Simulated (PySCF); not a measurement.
**Dipole polarisabilities along the alkali metals**

Calculated with PySCF 2.14 for the ground configurations, without spin-orbit coupling: coupled response for Hartree-Fock and DFT, finite fields for MP2 and CCSD(T), with K [Ne]; Rb [Ar] 3d10; Cs [Kr] 4d10 frozen. Mean α in bohr³, C₆ of like pairs in atomic units.

| species | α UHF | α PBE | α PBE0 | α MP2 | α CCSD(T) | α recommended (Schwerdtfeger and Nagle) | C₆ UHF | C₆ PBE | C₆ PBE0 |
| --- | --- | --- | --- | --- | --- | --- | --- | --- | --- |
| Li [He] 2s1 (x2c-TZVPPall with one added diffuse shell each of s, p type, spin-free X2C) | 155.9 | 135.0 | 138.7 | n/a | n/a | 164.1 | 1304 | 1052 | 1094 |
| K [Ar] 4s1 (x2c-TZVPPall with one added diffuse shell each of s, p, d type, spin-free X2C) | 372.5 | 310.2 | 331.0 | 274.4 | 288.9 | 289.7 ± 0.3 | 5678 | 4314 | 4750 |
| Rb [Kr] 5s1 (x2c-TZVPPall with one added diffuse shell each of s, p, d, f type, spin-free X2C) | 483.7 | 360.0 | 393.0 | 291.8 | 333.0 | 319.8 ± 0.3 | 8558 | 5552 | 6308 |
| Cs [Xe] 6s1 (x2c-TZVPPall with one added diffuse shell each of s, p, d type, spin-free X2C) | 665.2 | 465.9 | 521.5 | 333.6 | 419.6 | 400.9 ± 0.7 | 14160 | 8481 | 9975 |

Hartree-Fock lacks correlation. MP2 and CCSD(T) carry the error of the frozen core. All values carry a basis error.
